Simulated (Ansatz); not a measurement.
Tl (SMILES [Tl]), doublet (core potentials on Tl); HF/def2-SV(P) (Ansatz, a program for electronic structure).

Ansatz was given this input:
Ansatz 0.2 input:
```yaml
crystal:
  periodic: [false, false, false]
  atoms:
    - {symbol: Tl, position_ang: [0.00000000, 0.00000000, 0.00000000]}
basis:
  gaussian:
    orbitals: def2-SV_P_.json
    point_charges:
      - {charge: -1.0, position_ang: [1.2790, 1.7654, -2.0609]}
hamiltonian:
  xc: hf
magnetization: {spin_polarized: true, initial_magnetization: 1}
```
The basis file holds def2-SV(P) in the JSON format of the Basis Set Exchange.

What the program printed (banner, timings and long lists left out):

```
Functional definition: HF
153 factors; integrals over basis functions are off by at most 7.2e-5 eV
mean field evaluation 1: about -4667.8609 eV, gradient 3.0e0 eV
mean field evaluation 2: about -4667.8617 eV, gradient 3.0e0 eV
mean field evaluation 4: about -4668.0137 eV, gradient 2.9e-1 eV
mean field evaluation 8: about -4668.0152 eV, gradient 1.6e-5 eV
mean field evaluation 16: about -4667.7838 eV, gradient 9.3e-1 eV
mean field evaluation 32: about -4667.4155 eV, gradient 2.7e0 eV
mean field -4668.01516176 eV, -171.5463931005 hartree, gradient 1.7e-5 eV, S^2 0.757526; 0 other end points of the search recorded, 0 dependent functions left out
reference -4668.01516176 eV, -171.5463931005 hartree; 11, 10 occupied and 15, 16 virtual orbitals, 153 factors
Total energy: -4668.01516176 eV, -171.5463931005 hartree
```
